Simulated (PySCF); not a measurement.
# Working out the ionisation energy of Fe

Fe [Ar] 3d6 4s2 (5D) → Fe⁺ [Ar] 3d6 4s1 (6D). Computed with PySCF 2.14 in aug-cc-pVTZ, with the non-relativistic Hamiltonian (point nucleus). Frozen: [Ar]. Energies in hartree (1 hartree = 27.21139 eV):

```csv
part,Fe (lower),Fe⁺ (upper)
UHF,-1262.453794,-1262.219944
MP2 opposite-spin,-0.098011,-0.059525
MP2 same-spin,-0.088663,-0.087374
```

**Question.** What does Hartree-Fock give?

**Answer.** (-1262.219944) − (-1262.453794) = 0.233850 hartree = 6.363 eV.

**Question.** What do MP2 and SCS-MP2 (6/5 opposite-spin, 1/3 same-spin) give?

**Answer.** The opposite-spin parts differ by 1.047 eV and the same-spin parts by 0.035 eV. MP2: 6.363 + (1.047) + (0.035) = 7.445 eV. SCS-MP2: 6.363 + 1.2 × (1.047) + (0.035)/3 = 7.631 eV.

Measured between the centres of the two terms (NIST): 7.904 eV, so MP2 (valence) is off by -0.459 eV.

The calculation is non-relativistic.

What remains against the reference includes basis incompleteness, the frozen core and correlation beyond second order.
